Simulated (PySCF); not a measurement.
C2H6ClNSi2. Atoms are numbered in the order given.

```xyz
12

Si     1.9181    -0.4066     0.9766
Cl     2.9099    -0.4178    -0.8516
C      0.1417    -0.0867     0.7053
C     -1.0523     0.1278     0.5277
Si    -2.8482     0.4570     0.1938
N     -3.2389     0.6884    -1.4741
H      2.5037     0.6671     1.8170
H      2.1022    -1.7342     1.6137
H     -3.2051     1.6936     0.9377
H     -3.6029    -0.7213     0.6956
H     -2.9194     1.5316    -1.9432
H     -3.1894    -0.1054    -2.1070
```

Geometry optimised at B3LYP-D3(BJ)/def2-SVP. This is a generated structure with no PubChem entry under its InChIKey; it may be hypothetical. Other conformers were not sampled.

These are TDA-M06-2X/def2-SVPD (PySCF) values and carry that method's errors.

Vertical excitations. The molecule is in vacuum.

Computed lowest excited states:
```tsv
state	energy (eV)	λ (nm)	f	main pairs
S1	5.01	248	0.000	HOMO−1→LUMO 62 %, HOMO−2→LUMO+1 15 %
S2	5.85	212	0.022	HOMO→LUMO 40 %, HOMO−1→LUMO+1 35 %, HOMO−2→LUMO 18 %
S3	5.92	210	0.000	HOMO→LUMO+1 35 %, HOMO−2→LUMO+1 35 %, HOMO−1→LUMO 26 %
S4	6.36	195	0.075	HOMO→LUMO 37 %, HOMO−2→LUMO 36 %, HOMO→LUMO+3 6 %, HOMO−1→LUMO+1 6 %
S5	7.03	176	0.001	HOMO→LUMO+1 36 %, HOMO−2→LUMO+1 26 %, HOMO−3→LUMO 24 %
S6	7.07	175	0.002	HOMO−3→LUMO 56 %, HOMO−2→LUMO+1 16 %, HOMO→LUMO+1 13 %
S7	7.22	172	0.002	HOMO−4→LUMO 52 %, HOMO→LUMO+2 23 %
S8	7.40	168	0.015	HOMO→LUMO+2 38 %, HOMO−4→LUMO 30 %, HOMO−2→LUMO 7 %
S9	7.67	162	0.000	HOMO−1→LUMO+2 86 %
S10	7.85	158	0.462	HOMO−2→LUMO+2 26 %, HOMO→LUMO+3 19 %, HOMO−1→LUMO+1 16 %, HOMO−2→LUMO 8 %
T1	4.62	268	0	HOMO−1→LUMO+1 31 %, HOMO−2→LUMO 30 %, HOMO→LUMO 23 %
T2	4.96	250	0	HOMO−1→LUMO 74 %
T3	5.41	229	0	HOMO−1→LUMO+1 57 %, HOMO→LUMO 21 %, HOMO−2→LUMO 13 %
T4	5.51	225	0	HOMO−2→LUMO+1 46 %, HOMO→LUMO+1 36 %, HOMO−1→LUMO 11 %
```
Triplets are in the Tamm–Dancoff approximation.
